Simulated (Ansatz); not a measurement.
`[NH]=[V]([Cl])([Cl])[Cl]`. The species carries charge 0 and has multiplicity 1. Correlated methods include outer-core shells of V, which these sets cover unevenly. Scalar relativity is left out up to krypton.

```csv
atom,x (Å),y (Å),z (Å)
N1,-0.4152,0.0788,1.1340
V2,0.1294,-0.0244,-0.3528
Cl3,2.1752,0.5999,-0.3325
Cl4,-0.0575,-2.0654,-0.9651
Cl5,-1.0684,1.2668,-1.5666
H6,-0.7636,0.1444,2.0831
```

Give the diagnostics of a CCSD(T)/def2-TZVPP run (frozen core, Ansatz). (Estimate.)

The calculation gave: T1 = 0.0296, largest single amplitude 0.090, largest double 0.058, (T) share of the correlation energy 7.0 %, 16 CCSD cycles. The RHF solution is unstable towards an unrestricted one. T1 lies over the customary mark of 0.02 for closed shells; compounds of d metals often pass it without a breakdown.
